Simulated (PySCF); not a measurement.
# PBE on Ni³⁺ (nickel, charge +3)

Configuration: [Ar] 3d7, high-spin 4F determinant. All numbers are calculated (PySCF 2.14, scalar relativity by spin-free X2C-1e, in aug-cc-pwCVTZ-DK).

```
Total energy                        : -1518.041 hartree
One-electron energy                 : -2068.650 hartree
Hartree (Coulomb) energy            : 613.174 hartree
Exchange-correlation energy         : -62.565 hartree
⟨S²⟩                                : 3.7508
⟨L²⟩                                : 12.006
Sum of ⟨r⟩                          : 14.23 bohr
Sum of ⟨r²⟩                         : 13.01 bohr²
Langevin diamagnetic susceptibility : -10.3 ×10⁻⁶ cm³/mol
```

| shell | electrons | mean orbital energy (hartree) | spread (hartree) | rms radius, mean of both spins (bohr) |
| --- | --- | --- | --- | --- |
| 1s β | 1 | -302.97719 | 0 | 0.0624 |
| 1s α | 1 | -302.97693 | 0 | 0.0624 |
| 2s α | 1 | -37.55581 | 0 | 0.266 |
| 2s β | 1 | -37.48696 | 0 | 0.266 |
| 2p α | 3 | -32.51281 | 0 | 0.238 |
| 2p β | 3 | -32.46113 | 0 | 0.238 |
| 3s α | 1 | -5.58596 | 0 | 0.790 |
| 3s β | 1 | -5.44276 | 0 | 0.790 |
| 3p α | 3 | -4.12102 | 0 | 0.835 |
| 3p β | 3 | -3.98056 | 0 | 0.835 |
| 3d α | 5 | -1.78159 | 0.05178 | 1.01 |
| 3d β | 2 | -1.68163 | 0 | 1.01 |

Densities and radii are taken from the X2C orbitals without a picture-change correction, which distorts them close to the nucleus.
